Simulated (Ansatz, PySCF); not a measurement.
Species: C2H6ClSi, charge 0, multiplicity 2. It need not be the lowest isomer of its formula. SMILES: C[Si](C)Cl
Geometry from a B3LYP-D3(BJ)/def2-TZVP (Ansatz, a quantum-chemistry and plane-wave program) optimisation:
```
Si
C 1 1.8774
H 2 1.0899 1 111.25
H 2 1.0920 3 108.55 1 -121.45
H 2 1.0940 3 108.37 4 -117.68
C 1 1.8774 2 111.78 3 177.95
H 6 1.0899 1 111.25 2 -177.95
H 6 1.0920 7 108.55 1 121.45
H 6 1.0940 7 108.37 8 117.68
Cl 1 2.0898 2 107.91 3 59.44
```
Charge 0, spin multiplicity 2.

Wanted: vertical ionisation energy (to the singlet state of charge +1; each state is the SCF solution reached for its spin), in eV. Cores are frozen in the correlated levels unless marked. UHF or UKS for open shells. Spin-orbit coupling is left out. No relativistic terms. CBS(X,Y): correlation extrapolated as X^-3; Hartree-Fock from the larger set. [CCSD(T)-MP2]/basis is that difference in the basis named.

```
level                                                                      program  vertical ionisation energy (eV)
-------------------------------------------------------------------------  -------  -------------------------------
r2SCAN/def2-TZVPD                                                           Ansatz                             7.94
PBE0/def2-TZVPD                                                             Ansatz                             7.93
wB97M-V/def2-TZVPD                                                          Ansatz                             7.75
wB97X-V/def2-TZVPD                                                          Ansatz                             7.90
RI-MP2/aug-cc-pV(T+d)Z                                                      Ansatz                             7.87
CCSD(T)/aug-cc-pV(D+d)Z                                                     Ansatz                             7.82
RI-MP2/CBS(aug-cc-pV(T+d)Z,aug-cc-pV(Q+d)Z)+[CCSD(T)-MP2]/aug-cc-pV(D+d)Z   Ansatz                             7.91
```

For comparison, minus the highest occupied orbital energy (PySCF): 5.37 eV at TPSSh/def2-TZVPD, 6.80 eV at M06-2X/def2-TZVPD, 4.75 eV at PBE/def2-TZVPD.
